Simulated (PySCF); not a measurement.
Computed shifts of a molecule C3H7ClSi, PBE/pcSseg-1 run with PySCF, GIAO, gas phase, atoms alike by connectivity averaged where their shifts nearly agree, in ppm (number of nuclei): ²⁹Si: -74.6 (1). ¹³C: 135.4 (1), 133.0 (1), 15.3 (1). ¹H: 6.27 (1), 6.18 (1), 4.20 (3), 2.71 (1), 1.89 (1). References: ²⁹Si against TMS (σ = 335.4 ppm); ¹³C against TMS (σ = 182.0 ppm); ³⁵Cl against HCl (σ = 936.5 ppm); ¹H against TMS (σ = 31.49 ppm), references at their B3LYP-D3(BJ)/def2-TZVP geometries, non-relativistic (without spin–orbit terms, shifts of atoms bonded to Cl or Br come out too high). The structure is a stationary point at B3LYP-D3(BJ)/def2-SVP. One conformer was computed; it need not be the lowest.

Which structure fits?
A. C=C[Si@H](C)Cl
B. C=C(Cl)[SiH2]C
C. Cl[SiH]1CCC1
D. [SiH3]C/C=C\Cl

D, [SiH3]C/C=C\Cl
